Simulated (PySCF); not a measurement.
Species: C8H5FSe.
InChI=1S/C8H5FSe/c9-7-3-1-2-6-4-5-10-8(6)7/h1-5H

Level: wB97X-D/def2-SVPD in PySCF, non-relativistic, on one gas-phase PBE0-D3(BJ)/def2-SVP geometry that isn't relaxed in the solvent. The solvent is an IEF-PCM continuum (cavity from Bondi-type radii × 1.2), and excitations are vertical TDDFT with non-equilibrium linear response and a frozen core. Only the electrostatic response of the medium enters. Spin–orbit coupling is left out although an atom past zinc is present.

```
run  E − E(gas) (kcal/mol)  HOMO (eV)  HOMO–LUMO gap (eV)  dipole (D)  lowest singlet (eV)  static polarisability (au)
gas                   0.00      -8.05                8.55        1.92                 4.62                       116.8
  P                  -3.40      -8.06                8.59        2.54                 4.59                       162.5
  Q                  -1.70      -8.03                8.57        2.23                 4.57                       138.4
```

Problem. The runs were made in benzene and dichloromethane. Which run belongs to which solvent?

Solution. P = dichloromethane, Q = benzene. The dielectric constants are 2.271 (benzene), 8.93 (dichloromethane), and the energy falls further as ε rises. The optical constants n² used for the excitations are 2.25, 2.03 in the same order. In this model the ground state sees the solvent through ε alone.

Problem. How constant is the ratio of the lowering to (ε − 1)/(2ε + 1)?

Solution. 
```
        solvent  (ε − 1)/(2ε + 1)  E − E(gas) (kcal/mol)  ratio (kcal/mol)  polarisation term (kcal/mol)
        benzene             0.229                  -1.70              -7.4                         -1.82
dichloromethane             0.420                  -3.40              -8.1                         -3.89
```

The ratio changes by +9.0 % in size from benzene to dichloromethane. The polarisation term is half the interaction of the solute with the induced surface charges.

The pairwise dispersion term of wB97X-D wasn't added to the energies; at a given geometry it leaves orbitals and properties as they are.
